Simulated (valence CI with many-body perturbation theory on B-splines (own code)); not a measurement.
## Hg38+: magnetic and hyperfine properties of the levels

Computed by relativistic CI+MBPT: six valence electrons over a frozen Dirac-Fock core [Kr], a basis of 7 s, 7 p, 8 d, 6 f, 4 g, 1 h functions for each j, with the one-electron correlation potential Σ1 (screened to all orders), the two-electron term Σ2, the three-electron term Σ3, Breit, model QED; selected single and double excitations, second order for the rest, scaled by the run's own slope (own B-spline code, finite nucleus).

The last digits are not significant, and no measured levels were compared; by estimate large intervals hold to a few tenths of a per cent, small ones and those within an open d or f shell to about a per cent. Core correlation moves these levels by up to 10000 cm⁻¹, and in measured spectra 5 to 20 % of such shifts remained as error; rates that hang on mixing are uncertain with them. Among the levels kept, up to 720 cm⁻¹ of a level comes from second order outside the variational space, and about a tenth of that is noise between levels of different J, which matters for small intervals. Only levels of the ground parity were solved; by the run's estimate the other parity begins above the list, which can be wrong where configurations are misplaced.

A/g_I is the dipole constant over the nuclear g factor μ/I (μ in nuclear magnetons, uniformly magnetised nucleus), B/Q the quadrupole constant per barn. Both hold the static response of the core; the bare values leave it out. Large factors of s and p1/2 electrons are usually good to 5 to 10 %; those of open d and f shells near neutrality can be off by tens of per cent, and small factors of p3/2, d and f electrons come from cancelling terms and can be off by a factor of two or in sign, in half-filled shells by more. B is blank for J = 1/2, where it vanishes, and for nearly pure S terms. Energies count from the lowest level. Levels with J = 0 are left out.

Levels are named by their leading jj configuration (3d3/2^4 stands for four electrons in 3d with j = 3/2), which in mixed levels can hold well under half, so a name can repeat and another be missing. Letters in brackets count levels of one name in rising energy.

```
                    Level  E (eV)      g  A/g_I (MHz)  A/g_I bare  B/Q (MHz/b)  B/Q bare
    (4d3/2^4 4d5/2^2) J=4   0.000  1.252        12100       12700        23700     22800
    (4d3/2^4 4d5/2^2) J=2   3.048  1.272        11900       12600       -13700    -13100
(4d3/2^3 4d5/2^3) J=3 [a]  23.250  1.356         6830        7760          559       484
(4d3/2^3 4d5/2^3) J=4 [a]  24.116  1.179        13200       13600        21200     20500
(4d3/2^3 4d5/2^3) J=1 [a]  25.265  1.286        12400       13100        -8720     -8340
    (4d3/2^3 4d5/2^3) J=5  27.661  1.130        16300       16400        11800     11500
    (4d3/2^3 4d5/2^3) J=6  27.965  1.106        18200       18300       -23600    -22800
(4d3/2^3 4d5/2^3) J=2 [a]  30.197  0.980        22600       22300       -17400    -16700
(4d3/2^3 4d5/2^3) J=3 [b]  30.886  1.059        20100       20000         5470      5160
(4d3/2^3 4d5/2^3) J=1 [b]  36.186  1.202         8760        9160        17900     17200
(4d3/2^3 4d5/2^3) J=2 [b]  36.508  1.124        17000       17100        31100     30000
(4d3/2^3 4d5/2^3) J=4 [b]  36.610  1.050        20600       20500       -18900    -18300
(4d3/2^3 4d5/2^3) J=3 [c]  37.385  1.064        20300       20200       -28200    -27100
(4d3/2^2 4d5/2^4) J=2 [a]  49.300  1.442          773        1980        -5920     -5700
(4d3/2^2 4d5/2^4) J=4 [a]  52.205  1.101        17300       17400         4210      4180
(4d3/2^2 4d5/2^4) J=3 [a]  53.277  1.203        12000       12400        -9650     -9310
    (4d3/2^2 4d5/2^4) J=5  54.098  1.094        18700       18700       -17000    -16300
    (4d3/2^2 4d5/2^4) J=6  55.845  1.051        20400       20300       -24200    -23300
(4d3/2^2 4d5/2^4) J=3 [b]  56.485  0.974        23500       23100          304       306
    (4d3/2^2 4d5/2^4) J=1  57.282  0.999        23000       22700        -8250     -7960
(4d3/2^2 4d5/2^4) J=4 [b]  58.682  1.048        21200       21100        -9.74     -70.5
(4d3/2^2 4d5/2^4) J=2 [b]  58.908  1.050        20700       20600       -16700    -16100
(4d3/2^2 4d5/2^4) J=2 [c]  63.722  0.884        27800       27100          266       296
(4d3/2^2 4d5/2^4) J=4 [c]  65.557  1.158        14700       15000       -25600    -24700
(4d3/2^2 4d5/2^4) J=2 [d]  72.638  1.025        21200       21000        27000     26100
      (4d3/2 4d5/2^5) J=1  78.336  1.496        -3660       -2270        -5010     -4800
      (4d3/2 4d5/2^5) J=4  83.924  1.031        21300       21100        -8200     -7730
      (4d3/2 4d5/2^5) J=2  85.974  1.186        14200       14600       -29700    -28700
      (4d3/2 4d5/2^5) J=3  86.795  1.066        19400       19400       -26500    -25500
```

(1) Take the isotope of mass number 201, with I = 3/2, μ = -0.558 μN and Q = 0.387 b. What is the hyperfine structure of (4d3/2^3 4d5/2^3) J=5?

Answers

(1) From the table A = -6050 MHz, B = 4590 MHz. Shifts from the centre of gravity in MHz: F = 7/2: 56400, F = 9/2: 26200, F = 11/2: -7890, F = 13/2: -44200.
